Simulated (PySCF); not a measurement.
Another site gives an ion 46588.00 eV lower (`O=[CH][GeH3]`) at the level PBE-D3(BJ)/def2-TZVP // TPSSh-D3(BJ)/def2-TZVP (PySCF).

Excitations are Tamm–Dancoff values on a coarser integration grid. The basis has no diffuse functions, so Rydberg states are missing or too high.

Cartesian coordinates (Å):
```xyz
8

O      1.4264     1.1635    -0.1675
C      1.4772    -0.0320    -0.0285
O      0.3982    -0.8206     0.0804
Si    -1.1232    -0.0508     0.0192
H      2.4049    -0.6157     0.0241
H     -1.3060     0.6101    -1.2862
H     -1.2572     0.9009     1.1376
H     -2.0600    -1.1793     0.1736
```
Charge 0, spin multiplicity 1.

Question: What LUMO, S1 excitation (TDA), total energy, S1–T1 gap (TDA) and HOMO does TPSSh-D3(BJ)/def2-TZVP (PySCF) give?

Answer: 
```json
{
 "LUMO": "-0.98 eV",
 "S1 excitation (TDA)": "5.82 eV",
 "total_energy": "-480.6084 Ha",
 "S1–T1 gap (TDA)": "0.60 eV",
 "HOMO": "-7.73 eV"
}
```
